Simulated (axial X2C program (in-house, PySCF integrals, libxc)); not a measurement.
## Worked dissociation energy of CaTe⁺: PBE0, without spin–orbit coupling

Computed with an in-house relativistic program for diatomic molecules. Spin-free means the one-electron spin-free X2C Hamiltonian. Basis: Te dyall-cv3z [11s12p8d4f1g], Ca dyall-cv3z [11s12p6d4f] (cores contracted in-house); Gaussian nuclei, density fitting, unrestricted open shells. Masses: Te 129.906 u, Ca 39.963 u.

Molecular state: M_S = 1/2, Λ = 1 (beyond evenly filled blocks: π+α, π+β, π-α).

- E(Te) (2M_S = 2, M_L = 0): -6793.441327 hartree
- E(Ca+) (2M_S = 1, M_L = 0): -680.064509 hartree
- E(CaTe⁺) at Re: -7473.590226 hartree
- ωe: 265.5 cm⁻¹
- ωexe: 0.597 cm⁻¹

(1) Work out De and D0.

One determinant describes the state; a PBE0 search over occupations chose it and may have missed a lower one. Dissociation energies refer to the lowest single-determinant-based atoms at the same level and basis. Without a current term, density functionals place determinants with orbital angular momentum somewhat too high. Spin-free De lacks the spin–orbit lowering of the heavy p-block atom, a tenth of an eV or more for 4p and 5p, up to an eV for 6p and one to two eV for 7p atoms, less what an open-shell molecule gains itself.

Each atomic determinant is the lowest at this level and need not be a pure term. Totals compare only within one Hamiltonian and basis.

Results:

(1) De = -6793.441327 + (-680.064509) − (-7473.590226) = 0.08439 hartree = 2.296 eV. The zero-point energy is ωe/2 − ωexe/4 = 133 cm⁻¹ = 0.016 eV, so D0 = 2.280 eV.
